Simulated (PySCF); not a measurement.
# Calculated NMR parameters of CC#C/C=C(\C)O[SiH2]CF

```yaml
Formula: C7H11FOSi
SMILES: CC#C/C=C(\C)O[SiH2]CF
Point_group_of_the_computed_structure: C1
Degrees_of_unsaturation: 3
Carbon_signals: 7
Proton_signals: 5
```

Atom-mapped SMILES (the numbers label the heavy atoms): `[CH3:1][C:2]#[C:3]/[CH:4]=[C:5](\[CH3:6])[O:7][SiH2:8][CH2:9][F:10]`; H(Xn) means a hydrogen on atom n.

No relativistic terms, isolated molecule, averaged over atoms made equivalent by symmetry, fast rotation or ring inversion, a single conformation. Geometry from GFN2-xTB; shieldings: GIAO PBE0/pcSseg-1; PySCF 2.14.0 with density-fitted response routines.

Chemical shifts δ = σref − σ; 1H and 13C and 29Si vs TMS; 19F against CFCl3; 17O vs H2O, all at this level.

| carbon | δC, type | δH (multiplicity) | HMBC from (2–3 bonds) | span of the C tensor (ppm) |
| --- | --- | --- | --- | --- |
| C1 | 5.9, CH3 | 2.23 (s) | – | 21 |
| C2 | 99.4, C | – | H(C4), H(C1) | 200 |
| C3 | 82.3, C | – | H(C4), H(C1) | 266 |
| C4 | 98.1, CH | 5.15 (s) | H(C6) | 144 |
| C5 | 167.1, C | – | H(C4), H(Si8), H(C6) | 196 |
| C6 | 19.2, CH3 | 2.27 (s) | H(C4) | 30 |
| C9 | 76.9, CH2 | 5.06 (m) | H(Si8) | 125 |

Other nuclei:
```tsv
atoms	nucleus	environment	δ (ppm)	σ (ppm)
H(Si8)	1H	hydrogen on a silicon bonded to C, O	5.15	26.57
F10	19F	fluorine on an sp3 carbon	-316.8	487.7
Si8	29Si	silicon bonded to C, O, 2 H	-35.2	384.4
O7	17O	oxygen bonded to C, Si	114.8	221.3
```

1. Carbon types of the structure: 3 × C, 1 × CH, 1 × CH2, 2 × CH3, leaving 2 H on heteroatoms.
2. δC 167.1: alkene carbon bearing oxygen; an sp2 carbon further deshielded by the attached heteroatom.
3. δC 99.4, 82.3: alkyne carbon; the triple bond shields along its axis, which puts it between sp3 and sp2 carbons.
4. δC 98.1: β carbon of an enol-ether or enamine type C=C; the O or N lone pair pushes π density onto this β carbon and shields it.
5. δC 76.9: sp3 CH2 bonded to F and Si; the inductive effect lowers its shielding.
6. δH 5.06: hydrogen on an sp3 CH2 bonded to F and Si; its carbon carries F, which withdraws density.

Splittings by 19F in the carbon and heteronuclear signals aren't shown, as no couplings were computed. Shifts are as computed. Against solution values, carbons near 30 ppm lie about +3 ppm off and those near 130 ppm about +5 ppm. Of 1211 compounds with measured shifts, 218 miss one by over three times the rms of a fit or turn the order of signals round; such compounds aren't used in these exercises. Unscaled 19F shifts against computed CFCl3 carry errors that often reach 10 to 50 ppm. Experimental scales use liquid or dissolved standards, which lie at an offset from isolated H2O (liquid H2O: subtract about 36 ppm). No couplings were computed; multiplicities are counted from neighbouring protons, with m where these are inequivalent, close in shift, in a saturated or five-membered ring or joined by F or P, and br s for small geminal =CH2 splittings.
